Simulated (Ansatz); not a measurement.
Problem. Name a neutral molecule of B, C, Cl and H with HOMO energy (PBE/def2-TZVPP) between -7.45 and -7.15 eV and HOMO–LUMO gap (B3LYP/def2-TZVPP) between 6.05 and 6.35 eV (Ansatz, PBE0-D4/def2-TZVP geometry).

Solution. `BCBCl` (-7.17 eV, 6.12 eV). Other molecules can fit too; these were computed, each in one conformer that needn't be the lowest.

B3LYP here is the variant with VWN-RPA as its local correlation; programs differ in this.
